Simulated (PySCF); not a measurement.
# Multinuclear NMR of C$_{6}$H$_{9}$BN$_{2}$

Bonds (- single, = double, # triple, : aromatic): C1-C2, C2#N3, N3-B4, B4-N5, N5:C6, C6:C7, C7:C8, C8:C9, C9:N5. C1 carries H10, H11, H12; B4 carries H13, H14; C6 carries H15; C7 carries H16; C8 carries H17; C9 carries H18. Formal charges: N3 +1, B4 -1.

[PySCF 2.14: coordinates at the PBE0-D3(BJ)/def2-SVP level; σ from GIAO-PBE0/pcSseg-1; non-relativistic Hamiltonian; rapidly exchanging positions averaged; a single conformation; gas phase]

Task: Where does 15N resonate?

Result: 
```csv
atoms,environment,σ (ppm),δ (ppm)
N3,donor nitrogen of a Lewis adduct,30.6,-178.5
N5,pyrrole-type ring nitrogen,67.7,-212.4
```

Shieldings were converted by a linear fit to measured shifts: 15N: δ = -150.45 − 0.916σ (rms 7.2 ppm, 79 shifts vs CH3NO2, solution or neat liquid). A few per cent of atoms miss by over 2 rms, more outside the fitted compound classes.

On a 500 MHz spectrometer 15N resonates near 50.7 MHz, so 1 ppm is 50.7 Hz.
